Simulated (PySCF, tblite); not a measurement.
A database entry of computed molecular properties. Lists by class give the value and the number of equivalent atoms.

```json
{
 "formula": "C6H9F3O2",
 "smiles": "CC[C@H](OC)C(F)(F)C(=O)F",
 "charge": 0,
 "multiplicity": 1,
 "geometry_level": "GFN2-xTB",
 "atoms_angstrom": [
  ["C", 2.488, 0.002, -0.249],
  ["C", 1.19, -0.733, -0.557],
  ["C", -0.014, 0.19, -0.349],
  ["O", -0.115, 0.485, 1.016],
  ["C", -0.824, 1.665, 1.344],
  ["C", -1.319, -0.497, -0.855],
  ["F", -1.127, -1.053, -2.078],
  ["F", -2.308, 0.419, -1.031],
  ["C", -1.762, -1.577, 0.132],
  ["O", -1.377, -2.685, 0.203],
  ["F", -2.656, -1.085, 1.005],
  ["H", 3.33, -0.677, -0.344],
  ["H", 2.633, 0.832, -0.937],
  ["H", 2.464, 0.389, 0.766],
  ["H", 1.084, -1.59, 0.111],
  ["H", 1.195, -1.091, -1.586],
  ["H", 0.102, 1.11, -0.945],
  ["H", -0.707, 1.786, 2.419],
  ["H", -1.887, 1.589, 1.103],
  ["H", -0.397, 2.532, 0.828]
 ],
 "electronic_structure_code": "PySCF",
 "results": {
  "GFN2-xTB geometry": {
   "point_group": "C1",
   "rotational_constants_GHz": [1.315, 0.929, 0.797]
  },
  "PBE0/pcSseg-1 ground state and GIAO shieldings, non-relativistic": {
   "dipole_D": 2.96,
   "homo_eV": -8.2,
   "lumo_eV": -1.22,
   "shift_vs_computed_TMS_C_by_class_ppm": [
    [164.2, 1],
    [124.7, 1],
    [90.8, 1],
    [62.1, 1],
    [27.0, 1],
    [12.1, 1]
   ],
   "shift_vs_computed_TMS_H_by_class_ppm": [
    [3.75, 3],
    [3.36, 1],
    [1.85, 1],
    [1.64, 1],
    [1.1, 3]
   ],
   "shielding_other_nuclei_by_class_ppm": [
    ["O", -120.5, 1],
    ["O", 304.5, 1],
    ["F", 126.9, 1],
    ["F", 294.4, 1],
    ["F", 297.1, 1]
   ],
   "charges_hirshfeld_e_by_atom": [-0.12, -0.08, 0.03, -0.13, -0.04, 0.17, -0.08, -0.09, 0.23, -0.19, -0.07, 0.05, 0.04, 0.04, 0.04, 0.04, 0.04, 0.06, 0.03, 0.04]
  },
  "GFN2-xTB harmonic vibrations, gas phase": {
   "strongest_ir_bands_cm-1_km_per_mol_modes": [
    [999.5, 89.2, 1],
    [1047.5, 158.6, 1],
    [1057.3, 96.6, 1],
    [1105.1, 77.7, 1],
    [1107.9, 64.6, 1],
    [1882.3, 349.2, 1]
   ],
   "zpe_kcal_per_mol": 91.8
  }
 }
}
```

The zero-point energy, half the sum of the 54 harmonic wavenumbers, equals 32120 cm⁻¹ or 384 kJ/mol. With B = h/(8π²I), that is 505.379 GHz u Å² over I, the principal moments of inertia are 384.2, 543.7 and 634.4 u Å² (most abundant isotopes); the inertial defect Ic − Ia − Ib is -293.5 u Å² (zero for a rigid planar frame, negative otherwise). A dipole of 2.96 D is allowed in C1, and pure rotational transitions are dipole-allowed. The rotational constants make it an asymmetric top with κ = (2B − A − C)/(A − C) = -0.49, nearer the prolate limit (−1).

 NMR classes are plain means over equivalent atoms (diastereotopic ones count apart unless rotation or inversion swaps them), as if these changed places fast; in this geometry the members of some classes differ.

Shape of the structure used: `[CH3:1][CH2:2][C@H:3]([O:4][CH3:5])[C:6]([F:7])([F:8])[C:9](=[O:10])[F:11]`: C1–C2–C3–O4 -67°, C2–C3–O4–C5 158°, C2–C3–C6–F7 -46°, C3–C6–C9–O10 -83°.

One conformer stands for the species.
